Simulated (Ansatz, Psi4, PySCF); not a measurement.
CH2F, doublet, geometry from GFN2-xTB. Base run: CCSD(T)/cc-pVDZ (PySCF).

Input for PySCF:
```python
from pyscf import gto, scf, cc

mol = gto.Mole()
mol.atom = '''
    C     0.00052334    0.46021569    0.46078947
    F    -0.00116407   -0.45465534   -0.50735425
    H    -0.95081668    0.65452567    0.91257266
    H     0.95815328    0.67607827    0.88887881
'''
mol.basis = 'cc-pvdz'
mol.spin = 1
mol.verbose = 4
mol.build()

mf = scf.UHF(mol)
mf.kernel()

mycc = cc.CCSD(mf)
mycc.kernel()
et = mycc.ccsd_t()
print('E(CCSD(T)) = %.10f' % (mycc.e_tot + et))
```

The same geometry, method and basis name were run in Ansatz (a program for electronic structure) and Psi4 and PySCF, at each program's defaults and at the settings that a row names. The base is PySCF at its defaults. Differences at the defaults can come from grids, fitting, cores and function types together.

```tsv
code and settings	ΔE vs base (µEh)	basis functions	E (Eh)	SCF cycles
PySCF, defaults (exact integrals, spherical functions, all electrons correlated)	0.0	38	-138.74640	11
Psi4, defaults (exact integrals, spherical functions, all electrons correlated)	0.0	38	-138.74640	13
Ansatz, defaults (factorised integrals, spherical functions, frozen core)	4186	38	-138.74222	-
PySCF, frozen core	4184	38	-138.74222	11
Psi4, exact integrals, spherical functions, frozen core	4184	38	-138.74222	13
Ansatz, high accuracy, frozen core	4184	38	-138.74222	-
```

Open shells are given as the SCF converged; they aren't shown to be the lowest states, and a large step between rows can be another state.
